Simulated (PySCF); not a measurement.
FGa, charge +1, doublet, at a GFN2-xTB geometry (such geometries of metal compounds can be far from the true shape) (a state made from the parent by changing its charge; the spin is typed, not shown lowest), with bond 2-1 at 1.8 times its length; B3LYP/cc-pVDZ (PySCF).

Input for PySCF:
```python
from pyscf import gto, scf, dft

mol = gto.M(
    atom='''
Ga   -0.00000000   -0.00000000   -0.41893312
F     0.00000000    0.00000000    2.93253183
''',
    basis='cc-pvdz',
    charge=1,
    spin=1,
    verbose=4,
)

mf = dft.UKS(mol)
mf.xc = 'b3lyp'
mf.kernel()
mo_i, mo_e, stable_i, stable_e = mf.stability(internal=True, external=False, return_status=True, nroots=6, tol=1e-6)
print('internally stable:', stable_i, ' externally stable:', stable_e)
if not stable_i:
    umf = mf.copy()
    umf.scf_summary = {}
    umf.kernel(umf.make_rdm1(mo_i, mf.mo_occ))
```

What the program printed (banner, timings and long lists left out):

```
PySCF version 2.14.0

[INPUT] verbose = 4
[INPUT] num. atoms = 2
[INPUT] num. electrons = 39
[INPUT] charge = 1
[INPUT] spin (= nelec alpha-beta = 2S) = 1
[INPUT] symmetry False subgroup None
[INPUT] Mole.unit = angstrom
[INPUT] Symbol           X                Y                Z      unit          X                Y                Z       unit  Magmom
[INPUT]  1 Ga     0.000000000000   0.000000000000  -0.418933120000 AA    0.000000000000   0.000000000000  -0.791668861310 Bohr   0.0
[INPUT]  2 F      0.000000000000   0.000000000000   2.932531830000 AA    0.000000000000   0.000000000000   5.541682010270 Bohr   0.0

nuclear repulsion = 44.0525095888829
number of shells = 11
number of NR pGTOs = 103
number of NR cGTOs = 41
basis = cc-pvdz
ecp = {}

******** <class 'pyscf.dft.uks.UKS'> ********
method = UKS
initial guess = minao
damping factor = 0
level_shift factor = 0
DIIS = <class 'pyscf.scf.diis.CDIIS'>
diis_start_cycle = 1
diis_space = 8
diis_damp = 0
SCF conv_tol = 1e-09
SCF conv_tol_grad = None
SCF max_cycles = 50
direct_scf = True
direct_scf_tol = 1e-13
number electrons alpha = 20  beta = 19
XC library pyscf.dft.libxc version 7.1.2
    S. Lehtola, C. Steigemann, M. J. T. Oliveira, and M. A. L. Marques,  SoftwareX 7, 1–5 (2018)
XC functionals = b3lyp
    P. J. Stephens, F. J. Devlin, C. F. Chabalowski, and M. J. Frisch,  J. Phys. Chem. 98, 11623 (1994)
radial grids:
    Treutler-Ahlrichs [JCP 102, 346 (1995); DOI:10.1063/1.469408] (M4) radial grids

becke partition: Becke, JCP 88, 2547 (1988); DOI:10.1063/1.454033
pruning grids: <function nwchem_prune>
grids dens level: 3
symmetrized grids: False
atomic radii adjust function: <function treutler_atomic_radii_adjust>
small_rho_cutoff = 0
Set gradient conv threshold to 3.16228e-05
tot grids = 35168
init E= -2023.93753708784

cycle= 1 E= -2023.80304261608  delta_E= 0.134  |g|= 0.687  |ddm|= 0.736
cycle= 2 E= -2012.04421903074  delta_E= 11.8  |g|= 2.04  |ddm|= 2.67
cycle= 3 E= -2023.82689683737  delta_E= -11.8  |g|= 0.681  |ddm|= 2.61
cycle= 4 E= -2023.83775095203  delta_E= -0.0109  |g|= 0.662  |ddm|= 0.0172

cycle= 5 E= -2024.18549344835  delta_E= -0.348  |g|= 0.502  |ddm|= 1.16
cycle= 6 E= -2024.31313798588  delta_E= -0.128  |g|= 0.228  |ddm|= 0.308
cycle= 7 E= -2024.3388589403  delta_E= -0.0257  |g|= 0.091  |ddm|= 0.176
cycle= 8 E= -2024.3427338314  delta_E= -0.00387  |g|= 0.0177  |ddm|= 0.0901
cycle= 9 E= -2024.34285143359  delta_E= -0.000118  |g|= 0.00201  |ddm|= 0.0159
cycle= 10 E= -2024.34285354094  delta_E= -2.11e-06  |g|= 0.00053  |ddm|= 0.00218
cycle= 11 E= -2024.34285366544  delta_E= -1.24e-07  |g|= 6e-05  |ddm|= 0.000505
cycle= 12 E= -2024.34285366769  delta_E= -2.25e-09  |g|= 4.1e-06  |ddm|= 7.33e-05
cycle= 13 E= -2024.3428536677  delta_E= -1.59e-11  |g|= 6.6e-07  |ddm|= 7.21e-06
Extra cycle  E= -2024.3428536677  delta_E= 9.09e-13  |g|= 5.49e-07  |ddm|= 1.35e-06
converged SCF energy = -2024.3428536677  <S^2> = 0.75112771  2S+1 = 2.0011274
uhf_internal: lowest eigs of H = [-8.15889897e-05  1.12501919e-02  3.41654871e-01  3.49041515e-01
  3.54894686e-01  3.57821664e-01]
<class 'pyscf.dft.uks.UKS'> wavefunction has an internal instability
internally stable: False  externally stable: None

******** <class 'pyscf.dft.uks.UKS'> ********
method = UKS
initial guess = minao
damping factor = 0
level_shift factor = 0
DIIS = <class 'pyscf.scf.diis.CDIIS'>
diis_start_cycle = 1
diis_space = 8
diis_damp = 0
SCF conv_tol = 1e-09
SCF conv_tol_grad = None
SCF max_cycles = 50
direct_scf = True
direct_scf_tol = 1e-13
number electrons alpha = 20  beta = 19
XC library pyscf.dft.libxc version 7.1.2
    S. Lehtola, C. Steigemann, M. J. T. Oliveira, and M. A. L. Marques,  SoftwareX 7, 1–5 (2018)
XC functionals = b3lyp
    P. J. Stephens, F. J. Devlin, C. F. Chabalowski, and M. J. Frisch,  J. Phys. Chem. 98, 11623 (1994)
radial grids:
    Treutler-Ahlrichs [JCP 102, 346 (1995); DOI:10.1063/1.469408] (M4) radial grids

becke partition: Becke, JCP 88, 2547 (1988); DOI:10.1063/1.454033
pruning grids: <function nwchem_prune>
grids dens level: 3
symmetrized grids: False
atomic radii adjust function: <function treutler_atomic_radii_adjust>
small_rho_cutoff = 0
Set gradient conv threshold to 3.16228e-05
init E= -2024.33913876116
cycle= 1 E= -2024.34283103037  delta_E= -0.00369  |g|= 0.00757  |ddm|= 0.0503
cycle= 2 E= -2024.34285423295  delta_E= -2.32e-05  |g|= 0.00104  |ddm|= 0.00517
cycle= 3 E= -2024.34285454178  delta_E= -3.09e-07  |g|= 0.000777  |ddm|= 0.00113
cycle= 4 E= -2024.34285473415  delta_E= -1.92e-07  |g|= 3.12e-05  |ddm|= 0.000455
cycle= 5 E= -2024.34285473467  delta_E= -5.16e-10  |g|= 2.42e-06  |ddm|= 2.98e-05
Extra cycle  E= -2024.34285473468  delta_E= -1.55e-11  |g|= 1.15e-06  |ddm|= 4.75e-06
converged SCF energy = -2024.34285473468  <S^2> = 0.75112755  2S+1 = 2.0011272
```
